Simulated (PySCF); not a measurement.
Choosing a molecule for a target property.

All species are isolated and taken at one optimised geometry, non-relativistic unless stated; the electronic structure was computed with PySCF and density fitting.

Dipoles, sizes and rotational constants follow the conformer. The torsions of the flexible species, by atom-mapped SMILES:
- `[CH3:1][SiH:2]([CH3:3])[NH:4][GeH3:5]`: C1–Si2–N4–Ge5 -146°
- `[CH3:1][CH2:2][N:3]([SiH3:4])[GeH3:5]`: C1–C2–N3–Si4 92°
- `[CH3:1][CH2:2][GeH2:3][NH:4][SiH3:5]`: C1–C2–Ge3–N4 53°, C2–Ge3–N4–Si5 64°
- `[CH3:1][GeH2:2][CH2:3][SiH2:4][NH2:5]`: C1–Ge2–C3–Si4 62°, Ge2–C3–Si4–N5 53°, H–N5–Si4–C3 72°, H–N5–Si4–C3 -68°

Question: Wanted: electronic spatial extent ⟨r²⟩ about the centre of nuclear charge below 1100 bohr² (PBE0/def2-SVPD) and HOMO–LUMO gap below 7 eV (PBE0/def2-SVPD), at PBE0-D3(BJ)/def2-SVP geometries. Which candidate meets both?
A. `C[SiH](C)[NH][GeH3]`
B. `C([N]([GeH3])[SiH3])C`
C. `[SiH3][NH][GeH2][CH2]C`
D. `[CH3][GeH2][CH2][SiH2]N`

Answer: B. Computed values:
```csv
species,electronic spatial extent ⟨r²⟩ about the centre of nuclear charge,HOMO–LUMO gap
C([N]([GeH3])[SiH3])C,1057 bohr²,6.88 eV
[SiH3][NH][GeH2][CH2]C,1080 bohr²,7.11 eV
[CH3][GeH2][CH2][SiH2]N,1108 bohr²,7.41 eV
C[SiH](C)[NH][GeH3],1214 bohr²,7.22 eV
```
